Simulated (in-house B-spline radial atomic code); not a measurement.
How numerical settings move a run on Er II (Er+), [Xe] 4f12 6s1. Computed with a B-spline radial code for spherical atoms: Dirac-Kohn-Sham PBE0, spherical fractional occupations, Fermi nucleus of rms radius 5.2516 fm.

Command:
```bash
python run_scf.py task.json out
```
Settings of the sound reference run:
```
Z                68
electrons        67
configuration    [Xe] 4f12 6s1
hamiltonian      dirac
method           pbe0
spin_polarised   False
nucleus          fermi
rms_radius       5.2516
mass_number      166
atomic_mass      165.9303
speed_of_light   137.036
knot_spacing     0.22
spline_order     8
gauss_points     12
box_radius       35.29
max_iterations   70
damping          0.5
damped_steps     3
diis_vectors     10
tolerance        1e-08
start            Thomas-Fermi
```

Time taken, with all properties: 2.9 s on 1 thread of Arm Neoverse N1, with other jobs on the host.

It converges in 11 iterations to -13097.319859 hartree, with 6s1/2 at -8.90464 eV. The other runs change the listed settings, some to values that make no sense; their results aren't properties of the atom or ion. Radii are in bohr (the nuclear one in fm), a minus after a letter asks for a j subshell, and «unchanged» means within 1e-8 hartree. The run stops when the residual is below 10 × tolerance × max(1, Z/10), or a noise floor if that is larger, and the energy moves by less than 1e-8 × √|E| hartree; so very loose and very tight tolerances often act alike.

| changed settings | outcome |
| --- | --- |
| spline_order = 3, max_iterations = 60, start = bare nucleus | converged in 14 iterations, energy +4.61e-01 hartree from the reference, 6s1/2 level +8.9e-03 eV |
| damping = 0.8 | converged in 10 iterations, energy unchanged, 6s1/2 level +2.4e-06 eV |
| first_knot = 0.000147 | converged in 11 iterations, energy +2.85e-05 hartree from the reference, 6s1/2 level +1.3e-06 eV |
| spline_order = 10 | converged in 11 iterations, energy -2.73e-06 hartree from the reference, 6s1/2 level +7.6e-06 eV |
| first_knot = 0.00441 | converged in 11 iterations, energy -7.63e-01 hartree from the reference, 6s1/2 level -9.6e-04 eV |
| electrons = 68, configuration = [Xe] 4f12 6s1 7p-1, max_iterations = 50 | converged in 11 iterations to -13097.3757 hartree, a different physical problem (warning: 7p1/2 reaches the box edge) |
| damping = 0 | converged in 13 iterations, energy unchanged, 6s1/2 level +3.4e-06 eV |
| first_knot = 1.47e-05 | converged in 11 iterations, energy -3.44e-06 hartree from the reference, 6s1/2 level +1.1e-05 eV |
| max_iterations = 100, damped_steps = 30, diis_vectors = 4 | converged in 34 iterations, energy unchanged, 6s1/2 level -1.6e-06 eV |
| first_knot = 1.47e-06 | converged in 11 iterations, energy -9.09e-07 hartree from the reference, 6s1/2 level +3.4e-06 eV |
| spline_order = 7 | converged in 11 iterations, energy -2.41e-06 hartree from the reference, 6s1/2 level +1.2e-05 eV |
| electrons = 68, configuration = [Xe] 4f12 6s1 7s-1, max_iterations = 100 | stopped with error: j subshells need the Dirac Hamiltonian and l > 0 |
| first_knot = 0.00147 | converged in 11 iterations, energy -4.68e-01 hartree from the reference, 6s1/2 level -4.3e-04 eV |
| knot_spacing = 0.15, spline_order = 5, box_radius = 7.06, max_iterations = 50 | converged in 11 iterations, energy +1.17e-02 hartree from the reference, 6s1/2 level +4.9e-01 eV (the program warns: 6s1/2 reaches the box edge; 5p1/2 reaches the box edge) |
| method = revtpss,revtpss | stopped with error: meta-GGAs are not served with the Dirac Hamiltonian |
| damping = 0.2 | converged in 12 iterations, energy unchanged, 6s1/2 level +3.2e-06 eV |

Task: What happens with first_knot = 0.0441?

Result: Converged in 12 iterations, energy +5.61e+01 hartree from the reference, 6s1/2 level -1.1e-02 eV.

Task: What happens with max_iterations = 50, damped_steps = 30, diis_vectors = 2?

Result: Converged in 34 iterations, energy unchanged, 6s1/2 level -1.8e-06 eV.

Task: What happens with spline_order = 6?

Result: Converged in 11 iterations, energy +1.66e-05 hartree from the reference, 6s1/2 level +9.4e-06 eV.

Task: What happens with spline_order = 4?

Result: Converged in 11 iterations, energy +9.14e-03 hartree from the reference, 6s1/2 level +2.7e-04 eV.
